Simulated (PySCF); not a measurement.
## Telling isomers of C$_{5}$H$_{6}$F$_{2}$O apart by NMR

PySCF 2.14.0 with density-fitted response routines calculation with J couplings at B3LYP/pcJ-1 (spin–dipole term left out of most H,H and C,H couplings), geometry: GFN2-xTB and shieldings: GIAO PBE0/pcSseg-1; no solvent, a single conformation, non-relativistic, equivalent nuclei averaged.

Referencing at the same level of theory: TMS for 1H (σref 31.72) and 13C (σref 186.93). Multiplet labels drop J under 1 Hz and among equivalent protons, and merge close values. Unscaled 3J(H,H) run several per cent high. Splittings of carbon signals by F and P are missing where no couplings were computed. Where no couplings were computed, multiplicities follow the n + 1 count of equivalent neighbours, and m marks all less simple cases (inequivalent or close neighbours, rings, F or P nearby). Vicinal couplings that depend on rotamer populations or ring flexing (ring, CH–CH, X–H and H–F types) are those of the one conformer. One-bond C–F couplings are unscaled and too large by tens of Hz. Shifts are as computed. Against solution values, carbons near 30 ppm lie about +3 ppm off and those near 130 ppm about +5 ppm. Of 1211 compounds with measured shifts, 218 miss one by over three times the rms of a fit or turn the order of signals round; such compounds aren't used in these exercises.

(1) Tabulate the signals of `C/C(F)=C(\C)C(=O)F`, `FC(F)[C@H]1C=CCO1`, `C=C/C=C/OC(F)F` and their relative energies.

(2) What is the quickest way to tell C/C(F)=C(\C)C(=O)F from FC(F)[C@H]1C=CCO1?

(3) What is the quickest way to tell FC(F)[C@H]1C=CCO1 from C=C/C=C/OC(F)F?

(4) What is the quickest way to tell C/C(F)=C(\C)C(=O)F from C=C/C=C/OC(F)F?

Answers

(1) 
```json
{"SMILES": "C/C(F)=C(\\C)C(=O)F", "carbon types": "3×C 2×CH3", "δC": "182.9, 164.7, 107.4, 21.4, 14.7", "δH": "2.25 (m, 3H), 1.87 (s, 3H)", "E rel. (kcal/mol)": "0.0"}
{"SMILES": "FC(F)[C@H]1C=CCO1", "carbon types": "4×CH 1×CH2", "δC": "139.1, 131.0, 122.7, 92.7, 82.0", "δH": "6.29 (dq, 1H), 6.11 (m, 1H), 6.06 (dd, 1H), 5.12 (m, 1H), 5.06 (m, 1H), 5.05 (m, 1H)", "E rel. (kcal/mol)": "19.9"}
{"SMILES": "C=C/C=C/OC(F)F", "carbon types": "4×CH 1×CH2", "δC": "151.8, 139.7, 123.7, 122.1, 118.9", "δH": "6.72 (m, 1H), 6.65 (m, 1H), 6.40 (m, 1H), 5.86 (m, 1H), 5.55 (m, 1H), 5.39 (m, 1H)", "E rel. (kcal/mol)": "26.9"}
```

Energies are electronic energies at PBE0/pcSseg-1 on these geometries, without zero-point or thermal terms, each for the one conformer computed, which needn't be the lowest.

(2) Both give the same number of carbon signals, but DEPT or the intensities differ. The first has a β carbon of a C=C–C=O unit (C) at 182.9 ppm, the second an alkene CH at 139.1 ppm. In the proton spectra the most deshielded non-exchanging signals are 2.25 (m, 3H) and 6.29 (dq, J = 7.2, 2.4 Hz, 1H).

(3) Both give the same number of carbon signals, with the same numbers of each carbon type, so the positions decide. The first has an allylic sp3 CH2 bonded to O at 82.0 ppm, the second a terminal =CH2 carbon at 123.7 ppm. Their most deshielded carbons lie at 139.1 and 151.8 ppm. In the proton spectra the most deshielded non-exchanging signals are 6.29 (dq, J = 7.2, 2.4 Hz, 1H) and 6.72 (m, 1H).

(4) Both give the same number of carbon signals, but DEPT or the intensities differ. The first has a β carbon of a C=C–C=O unit (C) at 182.9 ppm, the second an alkene carbon bearing oxygen (CH) at 151.8 ppm. In the proton spectra the most deshielded non-exchanging signals are 2.25 (m, 3H) and 6.72 (m, 1H).
